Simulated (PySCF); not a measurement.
A PySCF script (with the pyscf-properties extension) for the NMR shieldings of SMILES F/C(=C/C#N)[SiH2]N, C3H5FN2Si, on a GFN2-xTB geometry:

```python
import basis_set_exchange as bse
import numpy as np
from pyscf import gto, dft
from pyscf.prop import nmr

atoms = """
N     0.867405   -2.242453   -1.402429
C     1.216399   -1.238186   -0.968277
C     1.676712   -0.023314   -0.445465
C     0.904592    0.774324    0.297762
F     1.478678    1.905328    0.758849
Si   -0.900042    0.549835    0.871075
N    -1.699089   -0.259181   -0.409267
H     2.705141    0.230031   -0.676092
H    -0.809693   -0.117986    2.178824
H    -1.492436    1.878674    0.981348
H    -2.689650   -0.422811   -0.333952
H    -1.256817   -1.034946   -0.878403
"""
names = dict.fromkeys(["N", "C", "F", "Si", "H"], "pcSseg-1")
basis = {el: gto.basis.parse(bse.get_basis(n, elements=[el], fmt="nwchem")) for el, n in names.items()}
mol = gto.M(atom=atoms, basis=basis, charge=0, verbose=0)
mf = dft.RKS(mol, xc="PBE0")
mf.grids.level = 2
mf.grids.alignment = dft.numint.BLKSIZE   # the property module wants whole blocks of grid points
mf.conv_tol = 1e-9
mf.kernel()

calc = nmr.RKS(mf)   # GIAO
C = mf.mo_coeff
Co = C[:, mf.mo_occ > 0]
resp = mf.gen_response(singlet=True, hermi=2)
def vind(x):   # induced exchange potential for any number of trial vectors
    d = np.einsum("pi,xij,qj->xpq", C, 2 * x.reshape(-1, C.shape[1], Co.shape[1]), Co, optimize=True)
    return np.einsum("xpq,pi,qj->xij", resp(d - d.transpose(0, 2, 1)), C, Co, optimize=True).ravel()
mo1, _ = nmr.rhf.solve_mo1(calc, with_cphf=vind)
sigma = calc.kernel(mo1)
for i, s in enumerate(sigma):   # ppm
    print("%2d %-2s %9.2f" % (i, mol.atom_pure_symbol(i), np.trace(s) / 3))
```

Question: What does it print?

Answer: 
```
 0 N     -61.02
 1 C      65.40
 2 C      86.60
 3 C     -14.74
 4 F     233.02
 5 Si    395.22
 6 N     264.47
 7 H      25.78
 8 H      26.32
 9 H      26.76
10 H      31.52
11 H      29.94
```

These numbers come from an equivalent density-fitted implementation of the same equations, which agrees with the script to about 0.01 ppm for H and up to a few tenths of a ppm for heavy atoms, so last digits may differ.

Question: Turn these shieldings into chemical shifts. Chemical shifts δ = σref − σ; NH3 for ¹⁵N (σref 267.73); ¹³C (σref 186.93), ²⁹Si (σref 349.16), ¹H (σref 31.72) vs TMS; ¹⁹F (σref 170.95) vs CFCl3, all at this level.

Answer: Averaging equivalent atoms: N 0: 328.8; N 6: 3.3; C 3: 201.7; C 1: 121.5; C 2: 100.3; F 4: -62.1; Si 5: -46.1; H 7: 5.94; H 8/9: 5.18; H 10/11: 0.99 ppm. Unscaled 19F shifts against computed CFCl3 carry errors that often reach 10 to 50 ppm. Experimental scales use liquid or dissolved standards, which lie at an offset from isolated NH3 (liquid NH3: subtract about 20 ppm). Unscaled 15N shifts of sp2 nitrogen come out 20 to 40 ppm too high even then.

Size and cost of the density-fitted run: 151 basis functions, 37 s wall time on 1 thread of an Arm Neoverse N1, shared host; peak memory 0.71 GiB.
